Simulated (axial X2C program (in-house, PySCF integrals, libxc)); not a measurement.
**Spin–orbit effects down a group: molecules with F, PBE0**

Calculated with an in-house relativistic program for diatomic molecules, spin-free (one-electron X2C) or two-component (2c: spin–orbit coupling with atomic mean-field Coulomb and Gaunt terms, which also bring small scalar terms), in Dyall basis sets with cores contracted in-house; open shells are unrestricted.

Basis sets: F dyall-av3z, Hf dyall-cv3z, Ti dyall-cv3z, Zr dyall-cv3z.

```csv
molecule,spin-free state,Re (Å),ωe (cm⁻¹),De (eV),2c state,Re 2c (Å),ωe 2c (cm⁻¹),De 2c (eV)
TiF,"M_S = 3/2, Λ = 0",1.773,709.4,6.13,Ω = 3/2,1.773,709.3,n/a
ZrF,"M_S = 3/2, Λ = 0",1.878,658.4,6.57,Ω = 3/2,1.878,658.4,n/a
HfF,"M_S = 1/2, Λ = 2",1.850,681.1,6.75,Ω = 3/2,1.852,677.6,n/a
```

Each entry is the lowest single determinant of a limited PBE0 search at one distance. De goes to single-determinant-based atoms at the same level (for ions the charge split of lowest energy) and is withheld (n/a) where an atom does not fit its ground term or J level. Main or longest-lived isotopes. One determinant is a doubtful description, or other states lie close, for TiF, ZrF; these need not be ground states, and all values refer to the states named. With several unpaired electrons the Ω given is that of one determinant, not necessarily of the lowest component. The functionals have no current term, which raises determinants with orbital currents.
